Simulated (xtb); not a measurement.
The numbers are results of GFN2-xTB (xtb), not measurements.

```
xtb start.xyz --ohess tight --gfn 2 --chrg 0 --uhf 0 --iterations 400

# start.xyz
9

O     -1.634323     0.190959     0.539581
Si    -0.125593    -0.036458    -0.068693
O     -0.221475    -0.729298    -1.554886
S      0.843012     1.827560    -0.260525
S      0.936058    -1.311532     1.233870
H     -2.051098    -0.613481     0.884566
H     -0.471590    -0.118309    -2.264793
H      0.691165     2.193948     1.018717
H      2.033844    -1.403390     0.472162
```

Output:

```
[...]
         :::::::::::::::::::::::::::::::::::::::::::::::::::::
         ::                     SUMMARY                     ::
         :::::::::::::::::::::::::::::::::::::::::::::::::::::
         :: total energy             -18.528143018087 Eh    ::
         :: gradient norm              0.000151522364 Eh/a0 ::
         :: HOMO-LUMO gap              4.988492347108 eV    ::
         ::.................................................::
         :: SCC energy               -18.629522711152 Eh    ::
         :: -> isotropic ES            0.075769733510 Eh    ::
         :: -> anisotropic ES         -0.001313321602 Eh    ::
         :: -> anisotropic XC          0.002026071964 Eh    ::
         :: -> dispersion             -0.006996273013 Eh    ::
         :: repulsion energy           0.101379693065 Eh    ::
         :: add. restraining           0.000000000000 Eh    ::
         :: total charge              -0.000000000000 e     ::
         :::::::::::::::::::::::::::::::::::::::::::::::::::::

           -------------------------------------------------
          |                Numerical Hessian                |
           -------------------------------------------------
step length          :   0.00500
SCC accuracy         :   0.30000
Hessian scale factor :   1.00000
frozen atoms in %    :   0.00000    0
RMS gradient         :   0.00015
estimated CPU  time      0.01 min
estimated wall time      0.01 min

writing file <hessian>.

 projected vibrational frequencies (cm⁻¹)
eigval :       -0.00    -0.00    -0.00     0.00     0.00     0.00
eigval :      107.08   134.44   144.28   188.57   191.14   203.46
eigval :      245.03   246.90   291.00   454.03   553.77   709.45
eigval :      722.29   780.10   809.70   869.86   971.50  2497.27
eigval :     2501.15  3642.97  3646.99
           -------------------------------------------------
          |                Property Printout                |
           -------------------------------------------------

    * Orbital Energies and Occupations

         #    Occupation            Energy/Eh            Energy/eV
      -------------------------------------------------------------
         1        2.0000           -0.8206834             -22.3319
       ...           ...                  ...                  ...
         4        2.0000           -0.7109594             -19.3462
         5        2.0000           -0.6496464             -17.6778
         6        2.0000           -0.6054223             -16.4744
         7        2.0000           -0.5552809             -15.1100
         8        2.0000           -0.5297849             -14.4162
         9        2.0000           -0.5231459             -14.2355
        10        2.0000           -0.4941148             -13.4455
        11        2.0000           -0.4908577             -13.3569
        12        2.0000           -0.4883462             -13.2886
        13        2.0000           -0.4603265             -12.5261
        14        2.0000           -0.4244297             -11.5493
        15        2.0000           -0.3913715             -10.6498
        16        2.0000           -0.3839551             -10.4479 (HOMO)
        17                         -0.2006313              -5.4595 (LUMO)
        18                         -0.1826270              -4.9695
        19                         -0.1438301              -3.9138
        20                         -0.1345278              -3.6607
        21                         -0.1226242              -3.3368
        22                         -0.0950267              -2.5858
        23                         -0.0283972              -0.7727
        24                         -0.0149984              -0.4081
        25                         -0.0101286              -0.2756
        26                         -0.0077621              -0.2112
        27                          0.0231425               0.6297
       ...                                ...                  ...
        39                          0.8441277              22.9699
      -------------------------------------------------------------
                  HL-Gap            0.1833238 Eh            4.9885 eV
             Fermi-level           -0.2922932 Eh           -7.9537 eV

     #   Z          covCN         q      C6AA      α(0)
     1   8 O        1.576    -0.456    22.009     6.331
     2  14 Si       3.297     0.642   116.270    21.908
     3   8 O        1.576    -0.456    22.009     6.331
     4  16 S        1.799    -0.360   156.815    21.077
     5  16 S        1.799    -0.360   156.812    21.077
     6   1 H        0.809     0.322     0.658     1.273
     7   1 H        0.809     0.322     0.658     1.273
     8   1 H        0.923     0.173     1.248     1.747
     9   1 H        0.923     0.173     1.249     1.747

 Mol. C6AA /au·bohr⁶  :       2366.083401
 Mol. C8AA /au·bohr⁸  :     102091.956452
 Mol. α(0) /au        :         82.764932

Wiberg/Mayer (AO) data.
largest (>0.10) Wiberg bond orders for each atom

 ---------------------------------------------------------------------------
     #   Z sym  total        # sym  WBO       # sym  WBO       # sym  WBO
 ---------------------------------------------------------------------------
     1   8 O    2.201 --     2 Si   1.179     6 H    0.874
     2  14 Si   4.246 --     3 O    1.179     1 O    1.179     5 S    0.919
                             4 S    0.919
     3   8 O    2.201 --     2 Si   1.179     7 H    0.874
     4  16 S    2.058 --     8 H    0.954     2 Si   0.919
     5  16 S    2.058 --     9 H    0.954     2 Si   0.919
     6   1 H    0.896 --     1 O    0.874
     7   1 H    0.896 --     3 O    0.874
     8   1 H    0.970 --     4 S    0.954
     9   1 H    0.970 --     5 S    0.954
 ---------------------------------------------------------------------------

Topologies differ in total number of bonds
Writing topology from bond orders to xtbtopo.mol

molecular dipole:
                 x           y           z       tot (Debye)
 q only:       -0.578      -0.168      -0.316
   full:       -0.850      -0.247      -0.465       2.542
molecular quadrupole (traceless):
                xx          xy          yy          xz          yz          zz
 q only:        2.316       0.299      -4.588      -1.079       2.850       2.273
  q+dip:        3.827      -0.040      -7.111      -1.798       5.347       3.284
   full:        3.378      -0.053      -6.913      -2.170       4.918       3.535

           -------------------------------------------------
          |                Geometry Summary                 |
           -------------------------------------------------

      molecular mass/u    :      128.2456464
   center of mass at/Å    :        0.2140186       0.0620909       0.1171292
  moments of inertia/u·Å² :        0.1663807E+03   0.2894442E+03   0.3177222E+03
rotational constants/cm⁻¹ :        0.1013196E+00   0.5824140E-01   0.5305777E-01

 * 8 selected distances

     #   Z          #   Z                                           value/Å
Molecule has the following symmetry elements: (C2)
It seems to be the C2 point group
     1   8 O        2  14 Si                                      1.6169009
     2  14 Si       3   8 O                                       1.6169010
     2  14 Si       4  16 S                                       2.1442465 (max)
     2  14 Si       5  16 S                                       2.1442059
     1   8 O        6   1 H                                       0.9542859
     3   8 O        7   1 H                                       0.9542692 (min)
     4  16 S        8   1 H                                       1.3207301
     5  16 S        9   1 H                                       1.3208389

 * 4 distinct bonds (by element types)

   Z      Z             #   av. dist./Å        max./Å        min./Å
   1 H    8 O           2     0.9542775     0.9542859     0.9542692
   8 O   14 Si          2     1.6169009     1.6169010     1.6169009
   1 H   16 S           2     1.3207845     1.3208389     1.3207301
  14 Si  16 S           2     2.1442262     2.1442465     2.1442059

           -------------------------------------------------
          |               Frequency Printout                |
           -------------------------------------------------
 projected vibrational frequencies (cm⁻¹)
eigval :       -0.00    -0.00    -0.00     0.00     0.00     0.00
eigval :      107.08   134.44   144.28   188.57   191.14   203.46
eigval :      245.03   246.90   291.00   454.03   553.77   709.45
eigval :      722.29   780.10   809.70   869.86   971.50  2497.27
eigval :     2501.15  3642.97  3646.99
 reduced masses (amu)
   1: 25.23   2: 19.20   3: 27.96   4: 26.67   5: 28.23   6: 24.86   7: 16.73   8:  2.66
   9: 16.28  10: 12.10  11: 16.19  12:  8.58  13: 19.56  14: 15.42  15:  8.34  16: 27.69
  17: 26.44  18:  2.61  19:  3.46  20:  4.80  21:  5.61  22: 17.30  23: 21.17  24:  1.95
  25:  1.95  26:  1.88  27:  1.89
 IR intensities (km·mol⁻¹)
   1:  0.73   2:  0.63   3:  0.13   4:  0.29   5:  0.49   6:  0.23   7:  5.61   8: 20.96
   9: 68.45  10:  4.26  11: 53.77  12: 20.98  13: 55.39  14:  0.38  15:184.92  16: 52.07
  17: 98.74  18:  0.67  19: 22.31  20:124.27  21:551.78  22:124.73  23:212.97  24: 11.79
  25:133.57  26: 32.28  27: 12.15
 Raman intensities (Ä⁴*amu⁻¹)
   1:  0.00   2:  0.00   3:  0.00   4:  0.00   5:  0.00   6:  0.00   7:  0.00   8:  0.00
   9:  0.00  10:  0.00  11:  0.00  12:  0.00  13:  0.00  14:  0.00  15:  0.00  16:  0.00
  17:  0.00  18:  0.00  19:  0.00  20:  0.00  21:  0.00  22:  0.00  23:  0.00  24:  0.00
  25:  0.00  26:  0.00  27:  0.00
 output can be read by thermo (or use thermo option).
 writing <g98.out> molden fake output.
 recommended (thermochemical) frequency scaling factor: 1.0
           -------------------------------------------------
          |             Thermodynamic Functions             |
           -------------------------------------------------

c2  symmetry found (for desy threshold:  0.10E+00) used in thermo

          ...................................................
          :                      SETUP                      :
          :.................................................:
          :  # frequencies                          21      :
          :  # imaginary freq.                       0      :
          :  linear?                             false      :
          :  only rotor calc.                    false      :
          :  symmetry                               c2      :
          :  rotational number                       2      :
          :  scaling factor                  1.0000000      :
          :  rotor cutoff                   50.0000000 cm⁻¹ :
          :  imag. cutoff                  -20.0000000 cm⁻¹ :
          :.................................................:

    mode    ω/cm⁻¹     T·S(HO)/kcal·mol⁻¹    T·S(FR)/kcal·mol⁻¹   T·S(vib)
   ------------------------------------------------------------------------
       1    107.08    -0.99020 ( 95.46%)    -0.83076 (  4.54%)    -0.98296
       2    134.44    -0.85914 ( 98.12%)    -0.76340 (  1.88%)    -0.85734
       3    144.28    -0.81881 ( 98.58%)    -0.74247 (  1.42%)    -0.81772
       4    188.57    -0.66841 ( 99.51%)    -0.66321 (  0.49%)    -0.66839
       5    191.14    -0.66093 ( 99.53%)    -0.65920 (  0.47%)    -0.66092
       6    203.46    -0.62657 ( 99.64%)    -0.64069 (  0.36%)    -0.62662
       7    245.03    -0.52656 ( 99.83%)    -0.58564 (  0.17%)    -0.52666
       8    246.90    -0.52254 ( 99.83%)    -0.58338 (  0.17%)    -0.52264
       9    291.00    -0.43772 ( 99.91%)    -0.53471 (  0.09%)    -0.43781
   ------------------------------------------------------------------------

   temp. (K)  partition function   enthalpy   heat capacity  entropy
                                   cal/mol     cal/K/mol   cal/K/mol   J/K/mol
 298.15  VIB   174.                 3823.147     22.812     23.046
         ROT  0.149E+06              888.752      2.981     26.658
         INT  0.260E+08             4711.899     25.793     49.704
         TR   0.141E+28             1481.254      4.968     40.441
         TOT                        6193.1531    30.7611    90.1453   377.1677

       T/K    H(0)-H(T)+PV         H(T)/Eh          T*S/Eh         G(T)/Eh
   ------------------------------------------------------------------------
    298.15    0.986942E-02    0.552300E-01    0.428309E-01    0.123991E-01
   ------------------------------------------------------------------------

         :::::::::::::::::::::::::::::::::::::::::::::::::::::
         ::                  THERMODYNAMIC                  ::
         :::::::::::::::::::::::::::::::::::::::::::::::::::::
         :: total free energy         -18.515743907525 Eh   ::
         ::.................................................::
         :: total energy              -18.528143018089 Eh   ::
         :: zero point energy           0.045360611140 Eh   ::
         :: G(RRHO) w/o ZPVE           -0.032961500576 Eh   ::
         :: G(RRHO) contrib.            0.012399110564 Eh   ::
         :::::::::::::::::::::::::::::::::::::::::::::::::::::

optimized geometry written to: xtbopt.xyz

           -------------------------------------------------
          | TOTAL ENERGY              -18.528143018089 Eh   |
          | TOTAL ENTHALPY            -18.472912989335 Eh   |
          | TOTAL FREE ENERGY         -18.515743907525 Eh   |
          | GRADIENT NORM               0.000151514196 Eh/α |
          | HOMO-LUMO GAP               4.988493392962 eV   |
           -------------------------------------------------

------------------------------------------------------------------------
```

Cost: roughly 0.9 core-seconds.
